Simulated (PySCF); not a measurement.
Numbering as in the mapped SMILES `[CH3:1][NH:2][SiH2:3][C:4]#[C:5][C:6]#[C:7][CH:8]=[O:9]` (H(Xn): hydrogen on atom n).

Theory: coordinates at the GFN2-xTB level, shielding tensors at PBE0/pcSseg-1 (GIAO), in PySCF 2.14.0 with density-fitted response routines (fast rotation and ring inversion assumed for equivalent nuclei, non-relativistic Hamiltonian, a single conformation, gas phase).

Question: Predict the 2D correlation tables (HSQC, COSY, HMBC).

Answer: 

HSQC (one-bond C–H):
| δH | δC |
| --- | --- |
| 9.55 (H(C8)) | 181.0 (C8) |
| 2.81 (H(C1)) | 31.7 (C1) |

HMBC (two and three bonds, from the bond graph):
| δH | δC |
| --- | --- |
| 9.55 (H(C8)) | 89.7 (C6), 75.5 (C7) |
| 5.11 (H(Si3)) | 105.3 (C4), 94.6 (C5), 31.7 (C1) |

No COSY cross peaks are expected.

δ = σ(ref) − σ, references computed at the same level: TMS for 1H (σref 31.72), 13C (σref 186.93).

Exchangeable OH/NH protons stand at their gas-phase positions; hydrogen bonding in a real sample shifts them, mostly to higher δ. Shifts are as computed. Against solution values, carbons near 30 ppm lie about +3 ppm off and those near 130 ppm about +5 ppm. Of 1309 compounds with measured shifts, 239 miss one by over three times the rms of a fit or turn the order of signals round; such compounds aren't used in these exercises.
